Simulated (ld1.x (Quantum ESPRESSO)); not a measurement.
# u(r) = r·R(r): atom against pseudo-atom (antimony (Sb))

Columns: radius, all-electron u(r) and pseudo u(r) of the 5s shell (level -20.96 eV) of antimony in the configuration [Kr] 4d10 5s2 5p2; LDA (PZ), scalar-relativistic, TM semilocal scheme, ld1.x (Quantum ESPRESSO) 7.5.

```
r (bohr)  all-electron  pseudo
   0.125       -0.0658  0.0284
   0.250        0.2573  0.0578
   0.375        0.0107  0.0894
   0.500       -0.2922  0.1243
   0.625       -0.3937  0.1643
   0.750       -0.3091  0.2114
   0.875       -0.1236  0.2682
   1.000        0.0917  0.3373
   1.125        0.2946  0.4198
   1.250        0.4648  0.5128
   1.375        0.5961  0.6077
   1.500        0.6893  0.6903
   1.625        0.7485  0.7485
   1.750        0.7794  0.7794
   1.875        0.7877  0.7877
   2.000        0.7783  0.7783
   2.125        0.7557  0.7557
   2.250        0.7236  0.7236
   2.375        0.6852  0.6852
   2.500        0.6427  0.6427
   2.625        0.5981  0.5981
   2.750        0.5529  0.5529
   2.875        0.5081  0.5081
   3.000        0.4646  0.4646
   3.125        0.4230  0.4230
   3.250        0.3835  0.3835
```

(1) How many radial nodes do the two functions have?

(2) At about which radius was the pseudo-wave matched?

(3) Is the pseudo-wave norm-conserving?

## Answers

(1) The all-electron 5s function has n − l − 1 = 4 (the table is too coarse to show those close to the nucleus); the pseudo-wave has 0, since the states of the same l below it are removed with the core.

(2) 1.70 bohr, where the columns begin to agree (steps of 0.12 bohr).

(3) Yes: the TM semilocal scheme keeps the norm inside the radius equal to the all-electron one, which fixes the energy derivative of the logarithmic derivative at the level.
